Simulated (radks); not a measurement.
Numerical settings for the rhenium ion Re+, [Xe] 4f14 5d5 6s1. All-electron calculation, Dirac Kohn-Sham, PBEsol, spin-unpolarised, spherical densities, finite nucleus; open shells fill j = l - 1/2 first; Fermi nuclear charge, rms radius 5.3698 fm. Program: a radial shooting solver on a logarithmic mesh with Libxc functionals. The defaults (mesh step 0.008 in ln r, mesh end at 40 bohr or more with all orbitals vanishing there, Anderson mixing 0.5 over 9 steps, residual threshold near 1e-9 with the energy settled to 1e-9 hartree or 1e-11 of itself, here a cap of 79 iterations) give E = -16709.822 hartree and 5d5/2 at -12.387 eV in 15 iterations. Run on one thread of a shared host, so times are rough (Intel(R) Xeon(R) 6975P-C): 0.14 s of CPU time, 0.14 s wall, 15 iterations on 2360 mesh points. Changes against that run (0 stands for a change within the tolerance of the run):

setting	iterations	converged	E (mhartree)	e(5d5/2) (meV)	CPU (s)
mesh step in ln r 0.003	15	yes	0	0	0.35
mesh step in ln r 0.12	4	no	diverged	-	0.01
mesh step in ln r 0.02	15	yes	+0.00053	0	0.06
mesh end (bohr) 5	15	yes	+60.7	+1.25e+03	0.13
mesh end (bohr) 1	14	level above zero	+2.74e+05	+6.56e+05	0.1
residual threshold 1e-05	12	yes	0	+0.0325	0.12
residual threshold 1e-16	79	no	0	0	0.34
mixing 1.5	16	yes	0	0	0.14
linear mixing, mixing 0.8	79	no	+1.09e+05	-3.09e+05	1.8
linear mixing, mixing 0.05	79	no	+0.0585	-68.9	0.63
mixing history 3	16	yes	0	0	0.15
iteration cap 8	8	no	+0.00208	+12.9	0.09

Settled on a wrong energy, with an occupied level pushed above zero by the early mesh end: mesh end (bohr) 1 (+274 hartree). Apart from these: settings that end as converged yet miss the energy by more than 1 mhartree: mesh end (bohr) 5 (+0.0607 hartree). A mesh that ends early acts as a hard wall.
